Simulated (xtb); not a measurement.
Si(F)2(OH)(NH2) (F₂H₃NOSi), SMILES N[Si](O)(F)F. All values are semi-empirical tight-binding results from xtb (GFN2-xTB unless named), good for trends rather than for accurate numbers. The structure is a stationary point at GFN2-xTB. The values are those of a single conformer.

Optimised geometry:

```xyz
8

N      1.6969    -0.1153     0.0439
Si     0.0062     0.0250     0.0011
O     -0.5625     1.5291     0.0467
F     -0.6122    -0.8162     1.2084
F     -0.5424    -0.7107    -1.3051
H      2.2376     0.1745    -0.7524
H      2.1864     0.0747     0.9010
H     -1.4981     1.7173     0.0246
```
Charge 0, spin multiplicity 1.

Computed properties:
```json
{
  "point_group_as_xtb_finds_it": "Cs",
  "orbital_gap": "8.33 eV",
  "dipole_moment": "2.67 D",
  "zero_point_energy": "27.9 kcal/mol",
  "G − E(el) at 298.15 K (modified RRHO)": "8.6 kcal/mol",
  "static polarisability (D4 model)": "54.9 bohr³",
  "solvation energy, GFN2-xTB/ALPB(water)": "-8.1 kcal/mol",
  "solvation energy, GFN2-xTB/ALPB(chcl3)": "-2.4 kcal/mol"
}
```

**Question.** Give the atomic charges and the Wiberg bond orders between heavy atoms. (An estimate is asked for; the answer gives what the named calculation found.)

**Answer.** charges (e) N1 -0.38, Si2 0.68, O3 -0.45, F4 -0.27, F5 -0.27, H6 0.18, H7 0.18, H8 0.33. Bond orders N1–Si2 1.17, Si2–O3 1.19, Si2–F4 1.04, Si2–F5 1.04.
